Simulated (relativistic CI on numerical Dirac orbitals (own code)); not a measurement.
Calculated levels, Ba

Calculated at this level of theory: Dirac-Coulomb-Breit CI, orbitals from a KLI potential per configuration, model QED, valence Slater integrals scaled by 0.85, configuration energies shifted to the measured levels that pair with them (semi-empirical) (own radial code, finite nucleus).

CI space (outside the closed core [Xe]): 6s², 6s5d, 6s6p, 5d6p, 6s7p, 5d², 6p², 6s6d, 6s7s, 5d6d, 6s8s, 6s4f, 6s7d, 6s8p, 6d², 5d7s, 6s5f, 6s5g, 6s8d, 6s6f, 6p6d. Levels of other configurations are missing.

| No. | Configuration | Term | J | E (cm⁻¹) | % | Next component (%) | Landé g |
| --- | --- | --- | --- | --- | --- | --- | --- |
| 1 | 6s² | ¹S | 0 | 0.0 | 94 | 4 6p² ¹S |  |
| 2 | 6s5d | ³D | 1 | 9071.1 | 100 |  | 0.499 |
| 3 | 6s5d | ³D | 2 | 9178.1 | 99 |  | 1.166 |
| 4 | 6s5d | ³D | 3 | 9368.3 | 100 |  | 1.334 |
| 5 | 6s5d | ¹D | 2 | 11641.7 | 88 | 7 5d² ¹D | 1.001 |
| 6 | 6s6p | ³P° | 0 | 12285.2 | 96 | 3 5d6p ³P° |  |
| 7 | 6s6p | ³P° | 1 | 12616.9 | 96 | 3 5d6p ³P° | 1.498 |
| 8 | 6s6p | ³P° | 2 | 13358.9 | 96 | 3 5d6p ³P° | 1.501 |
| 9 | 6s6p | ¹P° | 1 | 18245.8 | 66 | 33 5d6p ¹P° | 1.002 |
| 10 | 5d6p | ³F° | 2 | 22095.7 | 57 | 43 ¹D° | 0.812 |
| 11 | 5d²‡ | ³F | 2 | 22495.1 | 99 |  | 0.666 |
| 12 | 5d²‡ | ³F | 3 | 22605.0 | 99 |  | 1.083 |
| 13 | 5d6p | ¹D° | 2 | 22760.3 | 56 | 43 ³F° | 0.858 |
| 14 | 5d²‡ | ³F | 4 | 22761.0 | 99 | 1 5d6d ³F | 1.250 |
| 15 | 5d6p | ³F° | 3 | 22797.1 | 100 |  | 1.084 |
| 16 | 5d6p | ³F° | 4 | 23361.5 | 100 |  | 1.251 |
| 17 | 5d6p | ³D° | 1 | 24436.8 | 99 | 1 6p6d ³D° | 0.501 |
| 18 | 5d²‡ | ³P | 0 | 24570.0 | 82 | 14 6p² ³P |  |
| 19 | 5d²‡ | ¹D | 2 | 24626.4 | 61 | 22 ³P | 1.125 |
| 20 | 5d6p | ³D° | 2 | 24633.9 | 99 | 1 6p6d ³D° | 1.167 |
| 21 | 5d²‡ | ³P | 1 | 24740.6 | 86 | 13 6p² ³P | 1.501 |
| 22 | 5d6p | ³D° | 3 | 24948.6 | 99 | 1 6p6d ³D° | 1.333 |
| 23 | 5d²‡ | ³P | 2 | 25066.8 | 66 | 21 ¹D | 1.375 |
| 24 | 5d6p | ³P° | 0 | 26077.9 | 96 | 3 6s6p ³P° |  |
| 25 | 5d6p | ³P° | 1 | 26123.7 | 95 | 3 6s6p ³P° | 1.499 |
| 26 | 5d6p | ³P° | 2 | 26207.4 | 95 | 3 6s6p ³P° | 1.497 |
| 27 | 5d²‡ | ¹S | 0 | 27049.8 | 56 | 22 6p² ¹S |  |
| 28 | 5d²‡ | ¹G | 4 | 27346.8 | 99 | 1 5d6d ¹G | 1.000 |
| 29 | 5d6p | ¹F° | 3 | 29176.7 | 97 | 1 6p6d ¹F° | 1.001 |
| 30 | 6s7s‡ | ³S | 1 | 29402.8 | 98 | 2 5d6d ³S | 2.002 |
| 31 | 6s7s‡ | ¹S | 0 | 31142.3 | 85 | 8 5d6d ¹S |  |
| 32 | 5d6p | ¹P° | 1 | 31841.4 | 43 | 36 6s7p ¹P° | 1.000 |
| 33 | 5d7s‡ | ¹D | 2 | 32206.2 | 50 | 31 6s6d ¹D | 1.022 |
| 34 | 5d7s‡ | ³D | 1 | 32467.8 | 97 | 2 5d6d ³D | 0.499 |
| 35 | 5d7s‡ | ³D | 2 | 32727.4 | 83 | 7 6s6d ¹D | 1.145 |
| 36 | 5d7s‡ | ³D | 3 | 32975.9 | 95 | 3 6s6d ³D | 1.334 |
| 37 | 6s6d‡ | ³D | 1 | 34143.1 | 91 | 7 5d6d ³D | 0.500 |
| 38 | 6s6d‡ | ³D | 2 | 34185.2 | 91 | 6 5d6d ³D | 1.166 |
| 39 | 6s6d‡ | ³D | 3 | 34261.6 | 91 | 5 5d6d ³D | 1.334 |
| 40 | 6s6d‡ | ¹D | 2 | 34687.3 | 49 | 34 5d7s ¹D | 1.003 |
| 41 | 6s7p‡ | ³P° | 0 | 35267.9 | 98 | 1 5d6p ³P° |  |
| 42 | 6s7p‡ | ³P° | 1 | 35332.7 | 98 | 1 5d6p ³P° | 1.500 |
| 43 | 5d6d‡ | ¹F | 3 | 35339.9 | 69 | 24 ³G | 0.960 |
| 44 | 6s7p‡ | ³P° | 2 | 35473.5 | 98 | 1 5d6p ³P° | 1.501 |
| 45 | 5d6d‡ | ³D | 1 | 35484.8 | 67 | 24 ¹P | 0.644 |
| 46 | 6p²‡ | ³P | 0 | 35554.2 | 57 | 30 5d6d ³P |  |
| 47 | 5d6d‡ | ³G | 3 | 35573.2 | 73 | 16 ¹F | 0.845 |
| 48 | 6p²‡ | ³P | 1 | 35597.5 | 43 | 31 5d6d ³P | 1.487 |
| 49 | 5d6d‡ | ³D | 2 | 35653.0 | 80 | 6 ³P | 1.187 |
| 50 | 5d6d‡ | ³G | 4 | 35719.1 | 97 | 2 ¹G | 1.052 |
| 51 | 5d6d‡ | ³D | 3 | 35914.3 | 78 | 13 ¹F | 1.276 |
| 52 | 5d6d‡ | ¹P | 1 | 35943.9 | 56 | 23 ³D | 1.004 |
| 53 | 6p²‡ | ³P | 2 | 35978.5 | 41 | 39 5d6d ³P | 1.440 |
| 54 | 5d6d‡ | ³G | 5 | 36029.3 | 100 |  | 1.200 |
| 55 | 5d6d‡ | ³F | 2 | 36145.8 | 88 | 4 ³D | 0.719 |
| 56 | 5d6d‡ | ³S | 1 | 36299.1 | 80 | 11 ¹P | 1.867 |
| 57 | 5d6d‡ | ³F | 3 | 36400.7 | 93 | 3 ³D | 1.087 |
| 58 | 5d6d‡ | ³F | 4 | 36600.5 | 93 | 4 ¹G | 1.237 |
| 59 | 5d6d‡ | ¹D | 2 | 36942.8 | 80 | 6 5d7s ¹D | 0.994 |
| 60 | 5d6d‡ | ¹G | 4 | 37116.2 | 93 | 4 ³F | 1.011 |
| 61 | 5d6d‡ | ³P | 0 | 37375.3 | 59 | 23 6p² ³P |  |
| 62 | 6s8s‡ | ³S | 1 | 37523.2 | 92 | 4 5d6d ³S | 1.982 |
| 63 | 5d6d‡ | ³P | 1 | 37630.3 | 61 | 31 6p² ³P | 1.521 |
| 64 | 6s8s‡ | ¹S | 0 | 37699.7 | 72 | 14 5d6d ¹S |  |
| 65 | 5d6d‡ | ³P | 2 | 37949.6 | 53 | 40 6p² ³P | 1.486 |
| 66 | 6s4f‡ | ³F° | 2 | 38012.7 | 97 | 2 6s6f ³F° | 0.666 |
| 67 | 6s4f‡ | ³F° | 3 | 38017.4 | 97 | 1 ¹F° | 1.082 |
| 68 | 6s4f‡ | ³F° | 4 | 38027.6 | 99 | 1 6p6d ³F° | 1.251 |
| 69 | 6s4f‡ | ¹F° | 3 | 38093.1 | 96 | 1 ³F° | 1.001 |
| 70 | 6s8p‡ | ¹P° | 1 | 38120.5 | 50 | 39 6s7p ¹P° | 1.000 |

Energies count from the lowest computed level; ° marks odd parity. ‡ marks configurations that were not tied to measured data.

The mean weight of the leading LS term, summed over parents, in these 70 levels is 83 %, and that of the leading jj configuration (from the same eigenvectors) 68 %, so LS coupling describes them better.

Configurations whose levels could be paired with our table of measured levels were shifted onto them, all but the ground configuration, by the median error of their levels; single terms can still be off by 1,000 to 2,000 cm⁻¹ or more, and rates follow the energies as ν³ (E1, M1) or ν⁵ (E2). The others borrow a shift and can be off by several thousand cm⁻¹ or more. The fine structure of a lone outer electron comes out too small, for d and f at times inverted, and misplaced configurations move strength between like terms. 15 of the 17 excited levels that our extract of the measured tables holds in this range could be paired (the sources list more); they are missed by 147 cm⁻¹ on average and 396 at most, after the shifts were fitted to these levels, and levels without a partner can miss by more.

LS names give the leading component of a level, which can be under half, so a name can repeat, a term be missing and a line seem to break the LS rules.
